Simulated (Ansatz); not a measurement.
Geometry optimisation, RKS PBE-D4/cc-pVDZ (Ansatz 0.2.0).

Input file:

```yaml
crystal:
  periodic: [false, false, false]
  atoms:
    - { symbol: Al, position_ang: [0.021766, -0.456452, -0.47734] }
    - { symbol: Cl, position_ang: [0.021104, -0.057661, 2.919902] }
    - { symbol: F, position_ang: [1.47988, 0.24242, -0.956422] }
    - { symbol: F, position_ang: [-1.463344, 0.19381, -0.941695] }
    - { symbol: F, position_ang: [0.049101, -1.932126, 0.359356] }
    - { symbol: H, position_ang: [0.036793, -1.28619, 2.376999] }
basis:
  gaussian: { orbitals: cc-pVDZ }
hamiltonian:
  xc: pbe
  dispersion: d4
relax:
  f_tol: 0.03
  max_steps: 50
output:
  orbitals: {}
```

Run as:

```bash
$ ansatz run input.yaml --threads 1 --pin off --max-ram 2048MiB --backend cpu --events-out ev --progress --plain --runs-dir out
```

Where does it end, and by what steps?

The forces met the threshold. After 10 steps the energy has fallen by 0.323 eV; Cl2 moved furthest, 0.60 Å. Joined: Al1–Cl2 (3.42 → 2.47 Å).

| step | energy less start (eV) | largest force component (eV/Å) | accepted |
| --- | --- | --- | --- |
| 0 | 0.0000 | 0.759 | yes |
| 1 | -0.0844 | 0.525 | yes |
| 2 | -0.2021 | 0.498 | yes |
| 3 | -0.2957 | 0.546 | yes |
| 4 | -0.3125 | 0.292 | yes |
| 5 | -0.3159 | 0.266 | yes |
| 6 | -0.3185 | 0.089 | yes |
| 7 | -0.3195 | 0.121 | yes |
| 8 | -0.3216 | 0.134 | yes |
| 9 | -0.3225 | 0.039 | yes |
| 10 | -0.3229 | 0.010 | yes |

```xyz
6
Properties=species:S:1:pos:R:3
Al 0.020 -0.388 -0.109
Cl 0.019 0.031 2.327
F 1.485 0.212 -0.705
F -1.467 0.163 -0.698
F 0.049 -2.028 0.508
H 0.040 -1.287 1.958
```

Whether the end is a true minimum wasn't checked by a vibrational analysis.

Time of the run: 11 s on 1 thread of AMD EPYC 9R45 96-Core Processor (Zen 5) (shared host), peak memory 0.14 GiB.
